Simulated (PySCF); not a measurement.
A computed series [M(NH2)3(H2O)]+

Computed with PySCF 2.14.0, PBE0, def2-SVP on the ligands, density fitting, scalar-relativistic core potentials, no spin-orbit coupling, vacuum. Each member is relaxed from one template within its symmetry. Distances are means of the shortest metal–ligand contacts, charges and spins Mulliken's; removal energies are rigid, with the ligand's formal charge and no counterpoise, so too large; for an anion taken off a cation in vacuum most of it is the attraction of opposite charges, and multiply charged cations can part far more cheaply with an electron moved from ligand to metal. lcecp potentials hold a fixed number of 4f electrons in the core, out of states, spins and gaps.

```json
{"metal": "Ce", "basis on the metal": "lcecp-2-SVP with ECP46", "point group": "Cs", "M–NH2 (Å)": "2.138", "M–H2O (Å)": "2.456", "charge on M (e)": "1.33", "removal of one NH2 (eV)": "16.20", "strongest infrared band, degenerate modes summed (cm⁻¹)": "632", "unstable modes (below −25 cm⁻¹)": "0"}
{"metal": "Pr", "basis on the metal": "lcecp-2-SVP with ECP47", "point group": "Cs", "M–NH2 (Å)": "2.128", "M–H2O (Å)": "2.435", "charge on M (e)": "1.17", "removal of one NH2 (eV)": "16.32", "strongest infrared band, degenerate modes summed (cm⁻¹)": "–", "unstable modes (below −25 cm⁻¹)": "not given"}
{"metal": "Tb", "basis on the metal": "lcecp-2-SVP with ECP53", "point group": "Cs", "M–NH2 (Å)": "2.056", "M–H2O (Å)": "2.328", "charge on M (e)": "1.14", "removal of one NH2 (eV)": "16.86", "strongest infrared band, degenerate modes summed (cm⁻¹)": "634", "unstable modes (below −25 cm⁻¹)": "0"}
{"metal": "Dy", "basis on the metal": "lcecp-2-SVP with ECP54", "point group": "Cs", "M–NH2 (Å)": "2.047", "M–H2O (Å)": "2.317", "charge on M (e)": "1.10", "removal of one NH2 (eV)": "16.92", "strongest infrared band, degenerate modes summed (cm⁻¹)": "630", "unstable modes (below −25 cm⁻¹)": "0"}
{"metal": "Hf", "basis on the metal": "def2-SVP with ECP60", "point group": "Cs", "M–NH2 (Å)": "2.002", "M–H2O (Å)": "2.237", "charge on M (e)": "1.09", "removal of one NH2 (eV)": "17.29", "strongest infrared band, degenerate modes summed (cm⁻¹)": "634", "unstable modes (below −25 cm⁻¹)": "0"}
{"metal": "Pb", "basis on the metal": "def2-SVP with ECP60", "point group": "Cs", "M–NH2 (Å)": "2.098", "M–H2O (Å)": "2.412", "charge on M (e)": "0.94", "removal of one NH2 (eV)": "17.25", "strongest infrared band, degenerate modes summed (cm⁻¹)": "–", "unstable modes (below −25 cm⁻¹)": "2"}
```

Question: A further member has point group Cs, M–NH2 (Å) 2.114, M–H2O (Å) 2.414, charge on M (e) 1.19, removal of one NH2 (eV) 16.42, strongest infrared band, degenerate modes summed (cm⁻¹) 644, unstable modes (below −25 cm⁻¹) 0. Which metal is it?

Answer: Nd, lcecp-2-SVP with ECP48. The answer isn't unique; the calculation gave this one.

From Ce to Dy the M–NH2 distance shrinks by 0.09 Å, the lanthanide contraction, and the energy to remove one NH2 rises by 0.72 eV.

Members with unstable modes aren't minima as they stand: saddle points kept by symmetry or, where the modes are soft, flat surfaces and noise. One start shape was tried for each, so a minimum needn't be the lowest isomer. Oxidation states forced by the potential, rare, strongly oxidising or of another configuration in reality: [Pr(NH2)3(H2O)]+, [Nd(NH2)3(H2O)]+, [Tb(NH2)3(H2O)]+, [Dy(NH2)3(H2O)]+.
